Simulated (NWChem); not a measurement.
System: C₂H₅ClSi₂; SMILES [SiH3]C#C[SiH2]Cl

The following NWChem deck was run.

```
start job
memory heap 200 mb stack 900 mb global 1100 mb
geometry units angstroms noautoz
  Si     3.272581     0.168022    -0.162967
  C      1.449403    -0.011834    -0.334513
  C      0.235390    -0.129605    -0.444201
  Si    -1.575180    -0.311906    -0.629522
  Cl    -2.510009     0.207553     1.138179
  H      3.592862     1.576062     0.206753
  H      3.757738    -0.757543     0.899801
  H      3.918472    -0.172335    -1.462768
  H     -1.902151    -1.728034    -0.939006
  H     -2.058525     0.594466    -1.703454
end
basis spherical
  * library def2-svp
end
dft
  xc b3lyp
  grid coarse
  iterations 150
  mulliken
end
task dft gradient
```

NWChem printed, in part:

```
             Northwest Computational Chemistry Package (NWChem) 7.3.0
             --------------------------------------------------------

 C1  symmetry detected

                             Geometry "geometry" -> ""
                             -------------------------

 Output coordinates in angstroms (scale by  1.889725989 to convert to a.u.)

  No.       Tag          Charge          X              Y              Z
 ---- ---------------- ---------- -------------- -------------- --------------
    1 Si                  14.0000     0.32513427     3.28920491     0.00013674
    2 C                    6.0000    -0.13339704     1.50721083    -0.00048195
    3 C                    6.0000    -0.43382629     0.31999927    -0.00042500
    4 Si                  14.0000    -0.90440638    -1.44756836     0.00013739
    5 Cl                  17.0000     0.79725188    -2.61926323    -0.00002385
    6 H                    1.0000     1.16253043     3.57870292     1.19880601
    7 H                    1.0000     1.09224600     3.59750856    -1.24002945
    8 H                    1.0000    -0.91833274     4.11049036     0.04233513
    9 H                    1.0000    -1.68870805    -1.75258149    -1.22458575
   10 H                    1.0000    -1.68786817    -1.75281775     1.22548344

 Effective nuclear repulsion energy (a.u.)     279.4230220266

                                 NWChem DFT Module
                                 -----------------

 Summary of "ao basis" -> "ao basis" (spherical)
 ------------------------------------------------------------------------------
       Tag                 Description            Shells   Functions and Types
 ---------------- ------------------------------  ------  ---------------------
 Si                         def2-svp                 8       18   4s3p1d
 C                          def2-svp                 6       14   3s2p1d
 Cl                         def2-svp                 8       18   4s3p1d
 H                          def2-svp                 3        5   2s1p

            General Information
            -------------------
          SCF calculation type: DFT
          Wavefunction type:  closed shell.
          No. of atoms     :    10
          No. of electrons :    62
           Alpha electrons :    31
            Beta electrons :    31
          Charge           :     0
          Spin multiplicity:     1
          Use of symmetry is: off; symmetry adaption is: off
          Maximum number of iterations: 150
          AO basis - number of functions:   107
                     number of shells:    51
          Convergence on energy requested:  1.00D-06
          Convergence on density requested:  1.00D-05
          Convergence on gradient requested:  5.00D-04

              XC Information
              --------------
                         B3LYP Method XC Potential
                     Hartree-Fock (Exact) Exchange  0.200
                        Slater Exchange Functional  0.800 local
                    Becke 1988 Exchange Functional  0.720 non-local
              Lee-Yang-Parr Correlation Functional  0.810
                  VWN I RPA Correlation Functional  0.190 local

             Grid Information
             ----------------
          Grid used for XC integration:  coarse
          Radial quadrature: Mura-Knowles
          Angular quadrature: Lebedev.
          Tag              B.-S. Rad. Rad. Pts. Rad. Cut. Ang. Pts.
          ---              ---------- --------- --------- ---------
          Si                  1.10       70          13.0       302
          C                   0.70       35          10.0       302
          Cl                  1.00       70          14.0       302
          H                   0.35       35          14.0       302
          Grid pruning is: on
          Number of quadrature shells:   455
          Spatial weights used:  Erf1

      Superposition of Atomic Density Guess
      -------------------------------------

 Sum of atomic energies:       -1114.54662397

      Non-variational initial energy
      ------------------------------

 Total energy =   -1116.352301
 1-e energy   =   -2095.515422
 2-e energy   =     699.740100
 HOMO         =      -0.337918
 LUMO         =      -0.019247

     ---------------------------------------------
      Total Density - Mulliken Population Analysis
     ---------------------------------------------

[...]

                         DFT ENERGY GRADIENTS

    atom               coordinates                        gradient
                 x          y          z           x          y          z
   1 Si      0.614415   6.215696   0.000258   -0.000420  -0.001529  -0.000022
   2 C      -0.252084   2.848215  -0.000911   -0.000119  -0.000255  -0.000017
   3 C      -0.819813   0.604711  -0.000803    0.000480  -0.000025  -0.000020
   4 Si     -1.709080  -2.735508   0.000260    0.004156  -0.000856  -0.000024
   5 Cl      1.506588  -4.949690  -0.000045   -0.003599   0.002801   0.000011
   6 H       2.196864   6.762768   2.265415    0.000565  -0.000014   0.000895
   7 H       2.064046   6.798305  -2.343316    0.000500  -0.000029  -0.000883
   8 H      -1.735397   7.767700   0.080002   -0.000958   0.000372   0.000026
   9 H      -3.191195  -3.311899  -2.314132   -0.000296  -0.000212  -0.000939
  10 H      -3.189608  -3.312345   2.315828   -0.000309  -0.000253   0.000974
```

Level: B3LYP/def2-SVP. All runs use the structure optimised with PBE0/def2-SVP.
